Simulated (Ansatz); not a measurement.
A run for Ansatz (a quantum-chemistry and plane-wave program): U-PBE/def2-TZVPP on ZrN, 2S+1 = 4, a spin state set in the input, which need not be the lowest, a point of a bond scan (R = 1.774 Å). Elements past Kr take the def2 small-core potentials; no spin–orbit coupling.

Ansatz 0.2 input:
```yaml
crystal:
  periodic: [false, false, false]
  atoms:
    - {symbol: Zr, position_ang: [0.00000000, 0.00000000, 0.00000000]}
    - {symbol: N, position_ang: [0.00000000, 0.00000000, 1.77355300]}
basis:
  gaussian:
    orbitals: def2-TZVPP
    pivot_positions_ang: [[0.00000000, 0.00000000, 0.00000000], [0.00000000, 0.00000000, 1.77355300]]
hamiltonian:
  xc: {name: PBE}
magnetization: {spin_polarized: true, initial_magnetization: 3}
output: {forces: true, orbitals: {seedname: ./end}}
```

Question: Predict the final total energy.

Answer: -101.6198 hartree.

Question: How many basis functions does it have, and what does it roughly cost on one machine?

Answer: 87 functions; very roughly 6 core-seconds.
